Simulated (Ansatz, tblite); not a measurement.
Cost and result up the ladder for `FC(F)(F)C(F)(F)C(F)(F)C(F)(F)C(F)(F)C(F)(F)C(F)(F)C(F)(F)CC[Si](Cl)(Cl)Cl` (35 atoms). The state is a singlet with charge 0. Geometry: PBE-D4/def2-SVP.

```xyz
35

F    -2.729    6.396   -0.063
C    -2.316    5.198    0.376
F    -1.849    5.331    1.627
F    -3.363    4.357    0.381
C    -1.199    4.673   -0.577
F    -1.762    4.399   -1.775
F    -0.299    5.675   -0.732
C    -0.366    3.423   -0.111
F     0.480    3.149   -1.134
F     0.359    3.777    0.974
C    -1.199    2.143    0.246
F    -2.147    1.942   -0.699
F    -1.797    2.387    1.439
C    -0.333    0.841    0.357
F     0.640    1.059    1.275
F     0.225    0.596   -0.852
C    -1.151   -0.434    0.759
F    -1.938   -0.147    1.828
F    -1.940   -0.780   -0.281
C    -0.306   -1.691    1.190
F     0.287   -1.422    2.380
F    -1.220   -2.683    1.382
C     0.780   -2.228    0.212
F     0.235   -2.275   -1.043
F     1.804   -1.320    0.188
C     1.300   -3.598    0.618
C     2.519   -4.056   -0.193
Si    2.289   -4.482   -2.013
Cl    3.808   -5.791   -2.533
Cl    0.477   -5.436   -2.303
Cl    2.431   -2.850   -3.265
H     1.565   -3.541    1.693
H     0.461   -4.314    0.523
H     2.916   -4.989    0.257
H     3.338   -3.309   -0.132
```

Ansatz on 2 threads of AMD EPYC 7R13 on a shared host and a share (18 GiB) of an NVIDIA H100 80GB HBM3; xTB runs through tblite on one thread. Times are rough, summed over both states, and most runs start from the orbitals of an earlier one. PBE0-D4/def2-TZVP serves as the yardstick here, not as an exact answer. The other state is a triplet.

The xTB rows come from tblite. Single mean-field runs in def2-TZVP are fitted with def2-universal-jkfit. HOMO above LUMO, or a gap near zero within one spin, warns that the state may not be the lowest or that an electron is smeared out.

xTB has no spin-polarisation term.

| level | functions | wall time |
| --- | --- | --- |
| GFN1-xTB | 152 | 0.42 s |
| GFN2-xTB | 148 | 0.45 s |
| PBE-D4/def2-TZVP (with forces) | 1009 | 30 s |
| PBE0-D4/def2-TZVP | 1009 | 30 s |

(1) Estimate what each level gives for the vertical triplet (eV).

Results:

(1) 
```json
{"level": "GFN1-xTB", "vertical triplet (eV)": "7.86", "difference from PBE0-D4/def2-TZVP (eV)": "0.67", "remarks": "–"}
{"level": "GFN2-xTB", "vertical triplet (eV)": "6.62", "difference from PBE0-D4/def2-TZVP (eV)": "-0.57", "remarks": "–"}
{"level": "PBE-D4/def2-TZVP (with forces)", "vertical triplet (eV)": "6.51", "difference from PBE0-D4/def2-TZVP (eV)": "-0.68", "remarks": "gap within one spin near zero (triplet)"}
{"level": "PBE0-D4/def2-TZVP", "vertical triplet (eV)": "7.19", "difference from PBE0-D4/def2-TZVP (eV)": "0.00", "remarks": "–"}
```
